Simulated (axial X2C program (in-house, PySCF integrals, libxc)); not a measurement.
Bond lengths and stretching modes, held linear, of GaOH

Calculated with an axial X2C code built on PySCF integrals: two-component X2C with atomic mean-field Coulomb and Gaunt terms, Gaussian nuclei, basis Ga dyall-v3z, O dyall-av3z, H dyall-v3z with contracted cores. Spin-free rows use the one-electron spin-free X2C Hamiltonian.

Masses Ga 68.926, O 15.995, H 1.008 u. States: 2c Ω = 0 (all partner blocks equally filled); spin-free M_S = 0, Λ = 0 (closed shell).

MP2, spin-free: energies above the lowest point

| r(Ga–O) (Å) | r(O–H) (Å) | E (meV) |
| --- | --- | --- |
| 1.7345 | 0.9301 | 40.47 |
| 1.7345 | 0.9540 | 21.52 |
| 1.7345 | 0.9778 | 33.77 |
| 1.7790 | 0.9301 | 19.39 |
| 1.7790 | 0.9540 | 0.00 |
| 1.7790 | 0.9778 | 11.84 |
| 1.7790 | 1.0017 | 50.21 |
| 1.8235 | 0.9301 | 41.72 |
| 1.8235 | 0.9540 | 21.89 |
| 1.8235 | 0.9778 | 33.30 |
| 1.8679 | 0.9540 | 77.44 |
| 1.8679 | 1.0017 | 126.06 |

Task: Fit a quadratic surface with cubic terms in each bond: where is the minimum, and what are the two stretching wavenumbers?

Result: At MP2, spin-free: bonds 1.777 and 0.956 Å; harmonic stretches 663.2 and 3943.3 cm⁻¹; force constants 3.54, 8.67 and coupling -0.06 mdyn/Å.

The other levels and Hamiltonians give:

| Hamiltonian | level | r(Ga–O) (Å) | r(O–H) (Å) | lower stretch (cm⁻¹) | upper stretch (cm⁻¹) |
| --- | --- | --- | --- | --- | --- |
| 2c | PBE0 | 1.779 | 0.953 | 659.5 | 3969.5 |
| 2c | HF | 1.768 | 0.934 | 685.9 | 4236.1 |
| 2c | r2SCAN | 1.774 | 0.956 | 665.6 | 3906.6 |
| 2c | MP2 | 1.778 | 0.956 | 663.1 | 3943.5 |
| spin-free | PBE0 | 1.778 | 0.953 | 659.6 | 3969.2 |
| spin-free | HF | 1.767 | 0.934 | 686.0 | 4236.0 |
| spin-free | r2SCAN | 1.774 | 0.956 | 665.6 | 3906.4 |

Each state is one determinant, the lowest of a limited PBE0 search; the stretches come from a fit to these few points and carry an uncertainty of a few per cent. Other orders of the atoms were not compared. MP2 freezes inner shells (threshold -2 hartree). The molecule was held linear; bending was not examined, so a bent shape may lie lower.
